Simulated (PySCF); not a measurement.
Isomers of C3H4Si. All species are isolated molecules in the gas phase. Strings in code marks are SMILES.

Level of theory: PBE-D3(BJ)/def2-TZVP // B3LYP-D3(BJ)/def2-TZVP (PySCF 2.14.0). 

| species | LUMO (eV) | dipole moment (D) | HOMO (eV) |
|---|---|---|---|
| `[SiH2]=C=C=C` | -2.82 | 0.64 | -5.28 |
| `[SiH2]=C1C=C1` | -2.18 | [?] | -4.53 |
| `c1[si](=C)c1` | [?] | 2.09 | [?] |
| `C#C[SiH]=C` | -2.42 | 1.06 | -5.57 |

Question: Fill in the missing entries.

Answer: 
- `[SiH2]=C1C=C1`, dipole moment (D): 3.67
- `c1[si](=C)c1`, LUMO (eV): -1.93
- `c1[si](=C)c1`, HOMO (eV): -5.02
